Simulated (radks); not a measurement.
Species: neutral neon. Configuration: [Ne].

Method: non-relativistic Kohn-Sham, PBE, spin-unpolarised, spherical densities, point nucleus; hard spherical wall at 3 bohr; computed with a radial shooting solver on a logarithmic mesh with Libxc functionals.

Energy parts (hartree):
| part | energy |
|---|---|
| total | -128.74002 |
| kinetic | 129.27158 |
| electron-nucleus | -312.55508 |
| Hartree | 67.06569 |
| exchange-correlation | -12.52221 |

Orbitals (lengths in bohr, moments of r in powers of bohr):
orbital  occ.  eigenvalue (hartree)    <r^2>
1s          2             -30.32162  0.03377
2s          2              -1.22175   0.9689
2p          6              -0.36682    1.083
3s          0               1.01034    3.551
3p          0               1.30493    3.402
3d          0               1.38907    3.504

The highest occupied level is 2p at -9.982 eV. The pressure on the wall is 73.1 GPa.
